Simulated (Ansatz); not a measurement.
Be₂S₂⁺. Total charge 1; doublet. Geometry PBE0-D4/def2-TZVP.

```xyz
4

Be    0.0026    0.9968   -0.2520
Be   -0.0021   -0.9962    0.2542
S     1.5908   -0.1048   -0.3978
S    -1.5914    0.1042    0.3956
```

At HF/STO-3G the charge 1 doublet is spin-contaminated (final ⟨S²⟩ up to 0.93, 0.75 for a pure state). The structure comes from a short search, and lower isomers may exist.

Estimate the α-spin orbital energies around the gap (eV) in Ansatz with HF/STO-3G, PBE-D4/def2-SVP, PBE-D4/def2-TZVP, r2SCAN-D4/def2-TZVP, PBE0-D4/def2-TZVP.


```csv
orbital,HF/STO-3G,PBE-D4/def2-SVP,PBE-D4/def2-TZVP,r2SCAN-D4/def2-TZVP,PBE0-D4/def2-TZVP
HOMO−9,-130.91,-112.76,-112.07,-114.66,-117.96
HOMO−8,-130.91,-112.74,-112.06,-114.64,-117.95
HOMO−7,-31.81,-24.46,-24.00,-24.86,-26.39
HOMO−6,-30.77,-23.61,-23.24,-24.05,-25.56
HOMO−5,-18.93,-15.76,-15.41,-15.75,-16.89
HOMO−4,-17.47,-14.37,-14.12,-14.41,-15.38
HOMO−3,-17.10,-14.21,-13.88,-14.22,-15.20
HOMO−2,-17.03,-14.14,-13.85,-14.19,-15.16
HOMO−1,-15.80,-13.42,-13.14,-13.39,-14.38
HOMO,-15.66,-12.89,-12.68,-13.07,-13.98
LUMO,-2.75,-8.99,-8.80,-8.26,-7.94
LUMO+1,-0.62,-7.34,-7.19,-6.57,-6.29
LUMO+2,0.07,-6.82,-6.69,-6.21,-5.79
LUMO+3,1.15,-6.56,-6.33,-5.75,-5.42
LUMO+4,5.70,-4.28,-4.45,-3.80,-3.67
LUMO+5,7.35,-3.68,-3.73,-3.04,-2.94
β HOMO,-13.49,-13.21,-12.96,-13.17,-13.76
β LUMO,-3.72,-11.85,-11.63,-11.49,-10.82
```
